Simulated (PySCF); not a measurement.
# How the method changes the shape and vibrations of ClH3NOSi cation

These are calculations, not measurements. They come from PySCF 2.14.0, an open-source quantum chemistry program, on an isolated molecule that a program drew, which may never have been made. The molecule is ClH3NOSi cation (charge +1, singlet), drawn as the SMILES string `N[Si+](O)Cl`.

The geometry was optimised and harmonic frequencies were computed with HF and MP2, all in the cc-pV(D+d)Z basis, for the commonest isotopes, with a restricted reference for singlets and an unrestricted one otherwise, and a frozen core in MP2. Each result is a local minimum of its method.

Geometry at the HF minimum:
```xyz
7
ClH3NOSi cation, angstrom
N    -1.5323    0.0605   -0.5733
Si   -0.4719    1.2836   -0.7082
O     0.7679    1.4557    0.2236
Cl   -0.7152    2.6368   -2.0926
H    -2.3287   -0.0392   -1.1812
H    -1.4714   -0.6715    0.1145
H     1.1052    0.9508    0.9552
```

Lengths of the bonds as drawn, in Å (atoms numbered as above):
| bond | HF | MP2 |
|---|---|---|
| N1-Si2 | 1.624 | 1.643 |
| Si2-O3 | 1.560 | 1.591 |
| Si2-Cl4 | 1.951 | 1.959 |
| N1-H5 | 1.007 | 1.022 |
| N1-H6 | 1.006 | 1.021 |
| O3-H7 | 0.951 | 0.971 |

Rotational constants, in GHz:
| constant | HF | MP2 |
|---|---|---|
| A | 7.297 | 7.051 |
| B | 3.666 | 3.64 |
| C | 2.44 | 2.401 |

Harmonic frequencies in cm^-1, each column in rising order, so a row needn't be the same motion in every method:
| rank | HF | MP2 |
|---|---|---|
| 1 | 247 | 235 |
| 2 | 300 | 282 |
| 3 | 336 | 304 |
| 4 | 360 | 340 |
| 5 | 470 | 456 |
| 6 | 602 | 516 |
| 7 | 618 | 618 |
| 8 | 642 | 672 |
| 9 | 868 | 803 |
| 10 | 1058 | ? |
| 11 | 1191 | 1129 |
| 12 | 1672 | 1545 |
| 13 | 3736 | 3564 |
| 14 | 3834 | 3673 |
| 15 | 4105 | 3833 |

**Estimate the missing MP2 frequency from the HF column.**

A single factor s that minimises the squared misfit of MP2 against s times HF over the other rows is sum(HF x MP2) / sum(HF^2) = 0.9467, with an rms misfit of 33 cm^-1. For rank 10 it gives 0.9467 x 1058 = 1002 cm^-1. The calculation gives 1011 cm^-1, 9 cm^-1 above the estimate. The drawn bonds are on average 1.4 % longer in MP2 than in HF.
